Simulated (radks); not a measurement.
Spherical quantum dot in the effective-mass picture: electrons in a well V = -V0 / (1 + exp((r - R)/a)) with V0 = 14.3, R = 3.37, a = 0.37, with a point charge +1 (a donor) at the centre, all in effective atomic units (hartree* = m*/eps^2 hartree, bohr* = eps/m* bohr), one dielectric constant everywhere. Method: non-relativistic Kohn-Sham, LDA (Slater exchange, Perdew-Wang correlation), spin-polarised, spherical densities; computed with a radial shooting solver with Libxc functionals. Levels are named by radial order and angular momentum (1s, 1p, 1d, 2s, ...), and open shells are averaged over m. Results are scaled to m* = 0.16 and eps = 8.1, for which hartree* = 66.36 meV and bohr* = 2.679 nm.

N = 16, configuration 1s2 1p6 1d(up 5, down 3). This is the lowest configuration that the search found. Occupied and some empty levels:

level,occupation,eigenvalue (meV),<r> (nm)
1s up,1,-481.36,4.384
1s down,1,-479.54,4.347
1p up,3,-449.82,5.357
1p down,3,-447.50,5.351
1d up,5,-412.00,5.808
1d down,3,-409.59,5.809
2s up,0,-401.75,4.098
2s down,0,-400.58,4.121
1f up,0,-365.73,6.148
1f down,0,-363.33,6.152
2p up,0,-326.61,4.893
2p down,0,-325.15,4.892

Energy (meV): total -10551.5, kinetic 1093.1, external -14916, Hartree 3761.1, exchange-correlation -489.46.

Electron density:

r (nm),n(r) (e/nm^3)
0.226,0.01258
0.793,0.008998
1.36,0.007374
1.93,0.007055
2.50,0.007670
3.06,0.008942
3.63,0.01055
4.20,0.01201
4.77,0.01275
5.33,0.01224
5.90,0.01032
6.47,0.007392
7.03,0.004363
7.60,0.002063
8.17,0.0007669
8.74,0.0002254
9.30,0.00005288
9.87,0.00001035
10.4,1.776e-06
11.0,2.812e-07
